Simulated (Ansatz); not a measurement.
Reaction (ligand exchange at a B–Cl bond): `ClB(Cl)Cl` + HBr → `ClB(Cl)Br` + HCl

Program: Ansatz. Geometries: PBE0-D4/def2-TZVP. ΔE: electronic, gas phase. CCSD(T)/CBS is the MP2 limit (def2-TZVPP, def2-QZVPP) plus CCSD(T) − MP2 in def2-TZVPP, frozen cores. This one scheme is used for every species. DFT in def2-TZVPP. For Br outer-core shells are correlated without core-valence functions, which leaves a few kJ/mol of doubt a bond. Scalar relativity is left out up to krypton.

```tsv
level	ΔE (eV)
LDA (SPW92)	0.13
CAM-B3LYP-D4	0.14
```

Problem. What does CCSD(T)/CBS give? (An estimate is asked.)

Solution. The calculation gave: +0.07 eV. The listed levels differ from it by 0.06, 0.07 eV.

Problem. What do rigid-rotor, harmonic-oscillator terms from PBE0-D4/def2-TZVP frequencies (298.15 K, 1 bar) make of the CCSD(T)/CBS value? (An estimate is asked.)

Solution. Computed: ΔZPE = +0.01 eV, ΔH = +0.08 eV, ΔS = 9 J/(mol·K), ΔG = +0.06 eV.

Largest T1 diagnostic among the species: 0.011.

Leaving LDA and LC-ωPBE aside and taking each functional with its dispersion term where it has one, the values, not all of them listed here, spread over 0.05 eV, from PBE-QIDH to B97M-V. At CCSD(T), def2-SVP lies +0.14 eV from the extrapolated value and def2-TZVPP +0.02 eV. In def2-TZVPP, CCSD(T) changes the Hartree–Fock value by −0.06 eV (the triples alone add −0.01 eV) and MP2 by −0.08 eV.
